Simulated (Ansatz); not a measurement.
Reaction (isomerisation): `F[SiH2]C1CO1` → `C=CO[SiH2]F`

Isolated molecules relaxed with PBE0-D4/def2-TZVP in Ansatz; ΔE leaves out vibrations. CBS: MP2 limit from def2 TZ/QZ plus the TZ coupled-cluster correction, frozen cores. DFT in def2-TZVPP. B3LYP here is the variant with VWN-RPA as its local correlation; programs differ in this. Each species was taken in one conformer, which may not be the lowest.

CCSD(T)/CBS gives -179.3 kJ/mol.

(1) Another level gave -176.3 kJ/mol. Which?
A. r2SCAN/def2-TZVPP
B. HF/def2-TZVPP
C. B3LYP-D4/def2-TZVPP
D. SCS-MP2/def2-TZVPP

Largest T1 diagnostic among the species: 0.012.

Results:

(1) D. SCS-MP2/def2-TZVPP -176.3, r2SCAN -171.0, B3LYP-D4 -185.0, HF/def2-TZVPP -204.0 kJ/mol.

From PBE to PBE0 (25 % exact exchange), in def2-TZVPP and without D4, ΔE moves by −3.4 kJ/mol. In def2-TZVPP, CCSD(T) changes the Hartree–Fock value by +26.7 kJ/mol (the triples alone add +2.4 kJ/mol) and MP2 by +31.0 kJ/mol.
